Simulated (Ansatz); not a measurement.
Start from `[SiH3]/C=C/C[SiH3]` and change one atom or group to get `O/C=C/[SiH3]`.

Ansatz, PBE0-D4/def2-TZVP geometries, multiplicity 1. Each molecule was computed in one conformer, which needn't be the lowest.

```
                                          property  `[SiH3]/C=C/C[SiH3]`
               LUMO energy (B3LYP/def2-TZVPP) / eV                 -0.61
               HOMO–LUMO gap (PBE/def2-TZVPP) / eV                  4.88
                LUMO energy (PBE0/def2-TZVPP) / eV                 -0.42
                 LUMO energy (PBE/def2-TZVPP) / eV                 -1.39
size of the dipole moment (ωB97M-V/def2-TZVPP) / D                  1.29
              HOMO–LUMO gap (PBE0/def2-TZVPP) / eV                  6.91
```

(1) Give the same properties after the change, and the shifts. (Best estimate.)

Results:

(1) Ansatz gave: 
```tsv
property	`O/C=C/[SiH3]`	shift
LUMO energy (B3LYP/def2-TZVPP) / eV	-0.08	0.53
HOMO–LUMO gap (PBE/def2-TZVPP) / eV	5.05	0.17
LUMO energy (PBE0/def2-TZVPP) / eV	0.15	0.57
LUMO energy (PBE/def2-TZVPP) / eV	-0.85	0.54
size of the dipole moment (ωB97M-V/def2-TZVPP) / D	1.38	0.09
HOMO–LUMO gap (PBE0/def2-TZVPP) / eV	7.23	0.32
```

With PBE0 the HOMO rises by 0.26 eV and the LUMO rises by 0.57 eV, so the gap widens by about 0.31 eV. PBE moves the HOMO by 0.37 eV and ωB97M-V by 0.21 eV. Dipoles are sizes alone; their direction can turn.

B3LYP here is the variant with VWN-RPA as its local correlation; programs differ in this.
